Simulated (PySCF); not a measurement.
Isomers of C5H6O2Si, one GFN2-xTB conformer each. Single-point energies are computed at PBE0/pcSseg-1 (PySCF, gas phase, no added dispersion term), electronic only.

```json
{"SMILES": "C[SiH]1C(=O)C=CC1=O", "GFN2-xTB relative energy (kcal/mol)": "31.9"}
{"SMILES": "O=COC1=C[SiH2]C=C1", "GFN2-xTB relative energy (kcal/mol)": "15.2"}
{"SMILES": "C[SiH2]C#CC(=O)C=O", "GFN2-xTB relative energy (kcal/mol)": "57.4"}
{"SMILES": "O=C1C=CC(=O)C1[SiH3]", "GFN2-xTB relative energy (kcal/mol)": "0.0"}
```

Conformers: `[CH3:1][SiH:2]1[C:3](=[O:4])[CH:5]=[CH:6][C:7]1=[O:8]` with C1–Si2–C3–O4 37°, Si2–C3–C5–C6 18°, C5–C6–C7–O8 159°, C1–Si2–C7–C6 140°; `[O:1]=[CH:2][O:3][C:4]1=[CH:5][SiH2:6][CH:7]=[CH:8]1` with O1–C2–O3–C4 0°, C2–O3–C4–C5 0°; `[CH3:1][SiH2:2][C:3]#[C:4][C:5](=[O:6])[CH:7]=[O:8]` with C4–C5–C7–O8 0°; `[O:1]=[C:2]1[CH:3]=[CH:4][C:5](=[O:6])[CH:7]1[SiH3:8]` with O1–C2–C3–C4 172°, C3–C4–C5–O6 -172°, C4–C5–C7–Si8 105°, O1–C2–C7–C5 -168°.

Question: What does PBE0/pcSseg-1 give for the same structures?

Answer: 
```
              SMILES  PBE0/pcSseg-1 E (Eh)  PBE0/pcSseg-1 (kcal/mol)  GFN2-xTB (kcal/mol)  point group
O=C1C=CC(=O)C1[SiH3]            -633.49846                       0.0                  0.0           Cs
 C[SiH]1C(=O)C=CC1=O            -633.48777                       6.7                 31.9      near Cs
  O=COC1=C[SiH2]C=C1            -633.48281                       9.8                 15.2           Cs
  C[SiH2]C#CC(=O)C=O            -633.43878                      37.5                 57.4           Cs
```

Both levels put the same isomer lowest; measured from each level's own lowest isomer, the values differ by up to 25.2 kcal/mol (C[SiH]1C(=O)C=CC1=O: 31.9 against 6.7). As drawn, the lowest has a C=C bond outside aromatic rings, which the highest lacks; the highest has a C≡C bond, which the lowest lacks.

Question: Which frontier levels, dipoles and rotational constants go with these structures?

Answer: 
| SMILES | HOMO (eV, PBE0/pcSseg-1) | LUMO (eV) | dipole (D) | A, B, C (MHz) |
| --- | --- | --- | --- | --- |
| O=C1C=CC(=O)C1[SiH3] | -7.53 | -2.81 | 1.69 | 2059, 1921, 1166 |
| C[SiH]1C(=O)C=CC1=O | -6.60 | -2.72 | 1.19 | 2137, 1848, 1077 |
| O=COC1=C[SiH2]C=C1 | -6.91 | -1.72 | 1.93 | 4180, 1120, 892.5 |
| C[SiH2]C#CC(=O)C=O | -7.81 | -3.24 | 2.34 | 3192, 761.8, 621.9 |

Question: As an exercise, what shares would exp(−E/RT) give at 1000 K from these electronic energies alone (no entropy, no degeneracies)?

Answer: RT = 1.987 kcal/mol: O=C1C=CC(=O)C1[SiH3] 96.0 %, C[SiH]1C(=O)C=CC1=O 3.3 %, O=COC1=C[SiH2]C=C1 0.7 %, C[SiH2]C#CC(=O)C=O under 0.1 %.
